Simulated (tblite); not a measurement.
Species: C5H9BrSi2.
Numbering: `[CH2:1]=[CH:2][C:3]#[C:4][Si@:5]([CH3:6])([SiH3:7])[Br:8]` (hydrogens: H9, H10 on C1; H11 on C2; H12, H13, H14 on C6; H15, H16, H17 on Si7)

Computed with GFN2-xTB (tblite), gas phase: L-BFGS steps from a force-field or distance-geometry start until the largest atomic force falls under 0.01 eV/Å.

At the end of the run (lengths in Å): Si5–Br8 2.280, Si5–C6 1.902, Si7–H17 1.462, Si7–H15 1.464, C4–Si5 1.846, Si5–Si7 2.319, C2–H11 1.083, C6–Si5–Si7 116.6°, C4–Si5–Br8 103.3°, C6–Si5–Br8 104.5°, C4–Si5–C6 107.9°, H12–C6–Si5–C4 174°.

Question: These geometries were met on the way; a selection of coordinates is given. Order them by energy above the end point, lowest first.
A. Si5–Br8 2.272, Si5–C6 1.905, Si7–H17 1.457, Si7–H15 1.463, C4–Si5 1.844, Si5–Si7 2.304, C2–H11 1.083, C6–Si5–Si7 109.6°, C4–Si5–Br8 107.3°, C6–Si5–Br8 106.1°, C4–Si5–C6 111.3°, H12–C6–Si5–C4 178°
B. Si5–Br8 2.237, Si5–C6 1.887, Si7–H17 1.479, Si7–H15 1.483, C4–Si5 1.848, Si5–Si7 2.311, C2–H11 1.086, C6–Si5–Si7 108.9°, C4–Si5–Br8 108.1°, C6–Si5–Br8 107.5°, C4–Si5–C6 111.7°, H12–C6–Si5–C4 179°
C. Si5–Br8 2.282, Si5–C6 1.897, Si7–H17 1.458, Si7–H15 1.461, C4–Si5 1.850, Si5–Si7 2.307, C2–H11 1.082, C6–Si5–Si7 110.9°, C4–Si5–Br8 105.4°, C6–Si5–Br8 105.2°, C4–Si5–C6 110.1°, H12–C6–Si5–C4 176°
D. Si5–Br8 2.279, Si5–C6 1.900, Si7–H17 1.461, Si7–H15 1.464, C4–Si5 1.846, Si5–Si7 2.319, C2–H11 1.082, C6–Si5–Si7 111.9°, C4–Si5–Br8 103.5°, C6–Si5–Br8 105.3°, C4–Si5–C6 109.7°, H12–C6–Si5–C4 174°
E. Si5–Br8 2.218, Si5–C6 1.859, Si7–H17 1.493, Si7–H15 1.493, C4–Si5 1.872, Si5–Si7 2.315, C2–H11 1.096, C6–Si5–Si7 108.7°, C4–Si5–Br8 108.2°, C6–Si5–Br8 108.6°, C4–Si5–C6 111.9°, H12–C6–Si5–C4 179°

Answer: D (0.011 eV), C (0.021 eV), A (0.037 eV), B (0.073 eV), E (0.125 eV).

| step | E above end (eV) | rms distance from the end, all atoms (Å) | largest force (eV/Å) | rms shift of all bonds from the end (Å) |
| --- | --- | --- | --- | --- |
| 14 | 0.011 | 0.077 | 0.087 | 0.001 |
| 7 | 0.021 | 0.090 | 0.201 | 0.004 |
| 3 | 0.037 | 0.097 | 0.325 | 0.005 |
| 1 | 0.073 | 0.100 | 1.059 | 0.014 |
| 0 | 0.125 | 0.102 | 1.497 | 0.023 |

Rows stand in the order of the answer.
